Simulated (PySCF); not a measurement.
C3H4F2Si, SMILES C#CC(F)(F)[SiH3].

The structure is a stationary point at PBE0-D3(BJ)/def2-SVP. The structure was generated by enumeration, and PubChem lists no compound with its InChIKey, so it may never have been made.

Calculation: PySCF 2.14.0 with PBE0-D3(BJ)/def2-SVP.

Frequencies are harmonic and unscaled.

Computed normal modes with their intensities:
```json
[
 {"mode": "1", "ν (cm⁻¹)": "120", "IR (km/mol)": "0.9", "Raman (Å⁴/amu)": "3.3", "depolarisation": "0.74", "moving atoms (share of kinetic energy)": "C 42 %, Si 25 %, H 19 %, F 15 %"},
 {"mode": "2", "ν (cm⁻¹)": "150", "IR (km/mol)": "0.4", "Raman (Å⁴/amu)": "1.0", "depolarisation": "0.75", "moving atoms (share of kinetic energy)": "H 90 %"},
 {"mode": "3", "ν (cm⁻¹)": "190", "IR (km/mol)": "1.0", "Raman (Å⁴/amu)": "7.1", "depolarisation": "0.75", "moving atoms (share of kinetic energy)": "F 44 %, C 37 %, H 18 %"},
 {"mode": "4", "ν (cm⁻¹)": "210", "IR (km/mol)": "0.2", "Raman (Å⁴/amu)": "0.1", "depolarisation": "0.75", "moving atoms (share of kinetic energy)": "F 63 %, H 16 %, C 11 %, Si 10 %"},
 {"mode": "5", "ν (cm⁻¹)": "301", "IR (km/mol)": "3.8", "Raman (Å⁴/amu)": "5.3", "depolarisation": "0.71", "moving atoms (share of kinetic energy)": "F 37 %, C 32 %, Si 17 %, H 14 %"},
 {"mode": "6", "ν (cm⁻¹)": "431", "IR (km/mol)": "15.5", "Raman (Å⁴/amu)": "5.4", "depolarisation": "0.31", "moving atoms (share of kinetic energy)": "Si 36 %, C 34 %, F 20 %, H 10 %"},
 {"mode": "7", "ν (cm⁻¹)": "483", "IR (km/mol)": "10.8", "Raman (Å⁴/amu)": "1.8", "depolarisation": "0.74", "moving atoms (share of kinetic energy)": "F 51 %, C 42 %"},
 {"mode": "8", "ν (cm⁻¹)": "553", "IR (km/mol)": "21.7", "Raman (Å⁴/amu)": "2.7", "depolarisation": "0.75", "moving atoms (share of kinetic energy)": "C 54 %, H 23 %, F 21 %"},
 {"mode": "9", "ν (cm⁻¹)": "615", "IR (km/mol)": "22.7", "Raman (Å⁴/amu)": "10.3", "depolarisation": "0.69", "moving atoms (share of kinetic energy)": "H 71 %, C 15 %, Si 11 %"},
 {"mode": "10", "ν (cm⁻¹)": "646", "IR (km/mol)": "24.5", "Raman (Å⁴/amu)": "11.4", "depolarisation": "0.75", "moving atoms (share of kinetic energy)": "H 62 %, F 18 %, Si 11 %, C 10 %"},
 {"mode": "11", "ν (cm⁻¹)": "698", "IR (km/mol)": "9.2", "Raman (Å⁴/amu)": "9.1", "depolarisation": "0.07", "moving atoms (share of kinetic energy)": "F 57 %, C 31 %, H 8 %"},
 {"mode": "12", "ν (cm⁻¹)": "714", "IR (km/mol)": "31.8", "Raman (Å⁴/amu)": "3.2", "depolarisation": "0.72", "moving atoms (share of kinetic energy)": "H 76 %, C 24 %"},
 {"mode": "13", "ν (cm⁻¹)": "748", "IR (km/mol)": "28.0", "Raman (Å⁴/amu)": "1.9", "depolarisation": "0.75", "moving atoms (share of kinetic energy)": "H 74 %, C 26 %"},
 {"mode": "14", "ν (cm⁻¹)": "895", "IR (km/mol)": "253.8", "Raman (Å⁴/amu)": "10.0", "depolarisation": "0.75", "moving atoms (share of kinetic energy)": "H 89 %, Si 8 %"},
 {"mode": "15", "ν (cm⁻¹)": "932", "IR (km/mol)": "29.7", "Raman (Å⁴/amu)": "20.9", "depolarisation": "0.75", "moving atoms (share of kinetic energy)": "H 96 %"},
 {"mode": "16", "ν (cm⁻¹)": "935", "IR (km/mol)": "38.9", "Raman (Å⁴/amu)": "16.8", "depolarisation": "0.74", "moving atoms (share of kinetic energy)": "H 96 %"},
 {"mode": "17", "ν (cm⁻¹)": "1082", "IR (km/mol)": "29.1", "Raman (Å⁴/amu)": "29.1", "depolarisation": "0.45", "moving atoms (share of kinetic energy)": "C 88 %"},
 {"mode": "18", "ν (cm⁻¹)": "1116", "IR (km/mol)": "161.8", "Raman (Å⁴/amu)": "4.5", "depolarisation": "0.75", "moving atoms (share of kinetic energy)": "C 70 %, F 28 %"},
 {"mode": "19", "ν (cm⁻¹)": "1184", "IR (km/mol)": "160.7", "Raman (Å⁴/amu)": "2.2", "depolarisation": "0.70", "moving atoms (share of kinetic energy)": "C 78 %, F 20 %"},
 {"mode": "20", "ν (cm⁻¹)": "2249", "IR (km/mol)": "20.5", "Raman (Å⁴/amu)": "158.4", "depolarisation": "0.28", "moving atoms (share of kinetic energy)": "C 90 %, H 10 %"},
 {"mode": "21", "ν (cm⁻¹)": "2255", "IR (km/mol)": "37.9", "Raman (Å⁴/amu)": "248.3", "depolarisation": "0.02", "moving atoms (share of kinetic energy)": "H 99 %"},
 {"mode": "22", "ν (cm⁻¹)": "2272", "IR (km/mol)": "85.8", "Raman (Å⁴/amu)": "61.2", "depolarisation": "0.75", "moving atoms (share of kinetic energy)": "H 96 %"},
 {"mode": "23", "ν (cm⁻¹)": "2273", "IR (km/mol)": "86.0", "Raman (Å⁴/amu)": "102.2", "depolarisation": "0.73", "moving atoms (share of kinetic energy)": "H 96 %"},
 {"mode": "24", "ν (cm⁻¹)": "3485", "IR (km/mol)": "72.7", "Raman (Å⁴/amu)": "31.7", "depolarisation": "0.24", "moving atoms (share of kinetic energy)": "H 85 %, C 15 %"}
]
```
